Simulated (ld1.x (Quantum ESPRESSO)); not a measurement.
## Plane-wave convergence, PAW potential for tungsten

```json
{
  "Element": "tungsten",
  "Generator": "ld1.x (Quantum ESPRESSO) 7.5",
  "Type": "PAW",
  "Functional": "PBE",
  "Relativity": "scalar-relativistic",
  "Frozen core": "[Xe] 4f14",
  "Valence charge": "6",
  "Reference configuration": "5d4 6s0 6p0 (charge +2)",
  "Partial waves": "6s (bound, empty): rcut 2.65, rcutus 2.85 bohr; 6s channel at 2.05 Ry: rcut 2.65, rcutus 2.85 bohr; 6p (bound, empty): rcut 3.00, rcutus 3.90 bohr; 6p channel at 4.05 Ry: rcut 3.00, rcutus 3.90 bohr; 5d (bound): rcut 1.90, rcutus 2.25 bohr; 5d channel at 3.8 Ry: rcut 1.90, rcutus 2.25 bohr",
  "Local potential": "all-electron potential smoothed inside 3.30 bohr (lloc = -1)",
  "Core correction": "Bessel-smoothed model core, default radius (core density twice the valence density)",
  "Augmentation charge": "PSQ, inside the norm-conserving radii"
}
```

The pseudo-atom Hamiltonian at the reference potential is diagonalised in spherical Bessel functions j_l(qr) that vanish at 20 bohr, with q² up to the cutoff. All-electron valence levels (Ry): 6s -1.4174, 6p -0.9551, 5d -1.4612.

**Question.** How do the lowest levels (Ry) of each channel move with the cutoff, and are there ghosts?

**Answer.**

```tsv
cutoff (Ry)	s #1	s #2	p #1	p #2	d #1	f #1	Σ f·Δε (mRy)
8	-1.4173	-0.5410	-0.9551	-0.4032	-1.0591	-0.3123	1608.8
10	-1.4174	-0.5410	-0.9551	-0.4032	-1.2117	-0.3123	998.0
15	-1.4174	-0.5410	-0.9551	-0.4033	-1.4352	-0.3124	104.3
18	-1.4174	-0.5410	-0.9551	-0.4033	-1.4594	-0.3124	7.2
21	-1.4174	-0.5410	-0.9551	-0.4033	-1.4608	-0.3124	1.8
25	-1.4174	-0.5410	-0.9551	-0.4033	-1.4608	-0.3124	1.6
35	-1.4174	-0.5410	-0.9551	-0.4033	-1.4612	-0.3124	0.2
40	-1.4174	-0.5410	-0.9551	-0.4033	-1.4612	-0.3124	0.2
400	-1.4174	-0.5410	-0.9551	-0.4033	-1.4612	-0.3124	0.0
```

Result: no extra level below or beside the all-electron valence levels (s, p, d, f tested); 10 mRy is reached at 18 Ry and 1 mRy at 30 Ry.
